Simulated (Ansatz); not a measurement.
FH₄O₂Si₂, SMILES `O[Si](O)(F)[SiH2]` radical. The species carries charge 0 and has multiplicity 2. All single points use the PBE0-D4/def2-TZVP geometry. It is one conformer, not always the lowest.

```xyz
9

O     0.143   -0.338    1.793
Si    0.103    0.402    0.335
O     1.644    0.682   -0.093
F    -0.694    1.778    0.503
Si   -1.022   -0.809   -1.290
H    -0.674   -0.406    2.289
H     2.276    0.879    0.602
H    -1.356   -0.058   -2.528
H    -0.419   -2.129   -1.610
```

What is the dipole moment at PBE/def2-TZVPP? (Estimate.)

The calculation gave: 1.46 D, with components (-0.15, -0.67, 1.29) D in this frame, pointing from negative to positive charge.

And with r2SCAN, B3LYP, ωB97M-V? (An estimate is asked.)

Computed: r2SCAN 1.50 D, B3LYP 1.49 D, ωB97M-V 1.53 D.

Give the Mulliken charges with PBE, B3LYP, ωB97M-V in def2-TZVPP. (Estimate.)

The calculation gave: 
| atom | PBE | B3LYP | ωB97M-V |
| --- | --- | --- | --- |
| O1 | -0.34 | -0.38 | -0.37 |
| Si2 | 0.67 | 0.79 | 0.75 |
| O3 | -0.34 | -0.38 | -0.37 |
| F4 | -0.27 | -0.32 | -0.30 |
| Si5 | -0.06 | -0.02 | -0.09 |
| H6 | 0.19 | 0.19 | 0.18 |
| H7 | 0.20 | 0.19 | 0.19 |
| H8 | -0.02 | -0.04 | 0.00 |
| H9 | -0.03 | -0.04 | 0.00 |

B3LYP here is the variant with VWN-RPA as its local correlation; programs differ in this.
